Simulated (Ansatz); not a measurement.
**Ligand exchange: GeH3Br + InH(CH3)Cl → GeH3Cl + InH(CH3)Br**

Species: GeH3Br `[GeH3][Br]`, singlet; InH(CH3)Cl, singlet; GeH3Cl (chlorogermane) `[Cl][GeH3]`, singlet; InH(CH3)Br, singlet. The partners trade Br for Cl: Ge–Br and In–Cl bonds give way to Ge–Cl and In–Br.

Shapes, held fixed at every level: PBE0-D4/def2-TZVP. Programs: Ansatz 0.2.0. The zero-point and thermal change to 298 K, harmonic and unscaled (PBE0-D4/def2-TZVP), is +0.3 kJ/mol.

Estimate ΔH(298 K) of this reaction.

The highest level, CCSD(T)/def2-TZVPP, gives ΔH(298 K) = -8.1 kJ/mol; the levels span -9.6 to -6.7. The column of differences is taken from that level and isn't an error. No measured value is set beside it here. For atoms past krypton def2 sets carry core potentials with scalar relativity. Relativity is left out for Br, Ge. Outer-core shells of Br, Ge, In are correlated in most correlated rows, in sets that cover them unevenly. Times are processor times on shared x86 and Arm servers, and rough.

```tsv
level	kind	ΔH(298 K) (kJ/mol)	less CCSD(T)/def2-TZVPP	CPU time (sum over the molecules)
PBE-D4/def2-TZVPP	GGA	-6.7	+1.4	23 s
r2SCAN-D4/def2-TZVPP	meta-GGA	-7.5	+0.6	44 s
B3LYP-D4/def2-TZVPP	global hybrid	-7.3	+0.8	40 s
r2SCAN0-D4/def2-TZVPP	global hybrid	-8.2	-0.1	40 s
wB97M-V/def2-TZVPP	range-separated hybrid	-7.8	+0.3	88 s
MP2/def2-TZVPP	perturbation theory	-8.5	-0.4	–
CCSD/def2-SVP	coupled cluster or CI	-9.6	-1.5	–
CCSD(T)/def2-TZVPP	coupled cluster or CI	-8.1	0.0	8 min
```
